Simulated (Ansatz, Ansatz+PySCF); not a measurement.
```xyz
9

C    -0.6446    0.5367   -0.2142
C     0.7425    0.0161   -0.4448
C    -0.0979   -0.5527    0.6590
H    -1.4210    0.2770   -0.9391
H    -0.7565    1.5359    0.2155
H     1.5863    0.6566   -0.1741
H     0.9218   -0.6023   -1.3287
H    -0.4975   -1.5631    0.5358
H     0.1670   -0.3041    1.6904
```

Basis set: def2-SVP (spherical functions). Frozen core: 3 orbitals. Charge 0, multiplicity 3.

Computed with Ansatz (development build ahead of 0.2.0); each method stands on the lowest determinant of its kind that the runs found.

Task: Give the atomization energy at this shape (free ground-state atoms in the same class of orbitals less the molecule, no zero-point energy) of triplet C₃H₆ by UHF-MP2, UHF.

Result:

```tsv
method	atomization energy
UHF-MP2	2551.4 kJ/mol
UHF	1874.2 kJ/mol
```

Caution: another spin multiplicity may lie lower; the determinant breaks the point group.
